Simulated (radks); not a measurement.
Coulomb parameter of the 5d shell of the tungsten ion W+ in the model configuration [Xe] 4f14 5d4 6s1, as a second difference U = [E(n + 0.5) + E(n - 0.5) - 2 E(n)] / (0.5)^2 with all orbitals relaxed. "Bare": the charge of the atom changes with n. "Screened": the 6s shell takes up the change at fixed total charge, which measures U(5d,5d) + U(6s,6s) - 2 U(5d,6s). Calculated with a radial shooting solver on a logarithmic mesh with Libxc functionals: scalar-relativistic Kohn-Sham, PBE, spin-unpolarised, spherical densities, finite nucleus; Fermi nuclear charge, rms radius 5.3658 fm.

case,configuration,E - E(n) (eV)
start,[Xe] 4f14 5d4 6s1,0.000
bare +0.5,[Xe] 4f14 5d4.5 6s1,-4.726
bare -0.5,[Xe] 4f14 5d3.5 6s1,7.077
screened +0.5,[Xe] 4f14 5d4.5 6s0.5,0.315
screened -0.5,[Xe] 4f14 5d3.5 6s1.5,-0.125

U(bare) = 9.401 eV, U(screened by 6s) = 0.756 eV, against the Slater integral F0(5d,5d) = 12.604 eV with frozen orbitals.
